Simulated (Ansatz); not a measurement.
The cluster Tl₂F⁺. Charge 1, multiplicity 1. Geometry PBE-D4/def2-TZVP.

```
atom   x (Å)   y (Å)   z (Å)
 Tl1  -0.408   0.471  -2.229
 Tl2   0.408  -0.470   2.229
  F3   0.000   0.000   0.000
```

In the def2 sets Tl takes a core potential; there is no spin–orbit coupling. The structure comes from a short search, and lower isomers may exist.

(1) Estimate the orbital energies around the gap (eV) in Ansatz with PBE-D4/def2-SVP, r2SCAN-D4/def2-TZVP, PBE0-D4/def2-SVP, r2SCAN0-D4/def2-TZVP, BHLYP-D4/def2-TZVP.

Answers

(1) 
```csv
orbital,PBE-D4/def2-SVP,r2SCAN-D4/def2-TZVP,PBE0-D4/def2-SVP,r2SCAN0-D4/def2-TZVP,BHLYP-D4/def2-TZVP
HOMO−5,-19.95,-20.57,-22.03,-22.50,-24.06
HOMO−4,-15.04,-15.38,-16.44,-16.80,-18.04
HOMO−3,-13.62,-13.85,-14.49,-14.73,-16.05
HOMO−2,-11.99,-12.68,-13.84,-14.47,-16.05
HOMO−1,-11.99,-12.68,-13.84,-14.47,-15.32
HOMO,-11.49,-11.86,-12.58,-12.95,-13.74
LUMO,-6.22,-5.88,-5.45,-5.24,-4.87
LUMO+1,-6.22,-5.88,-5.45,-5.24,-4.87
LUMO+2,-6.16,-5.84,-5.42,-5.23,-4.84
LUMO+3,-6.16,-5.84,-5.42,-5.23,-4.84
LUMO+4,-5.34,-4.95,-4.57,-4.35,-4.06
LUMO+5,-4.10,-3.54,-3.31,-2.91,-2.84
```
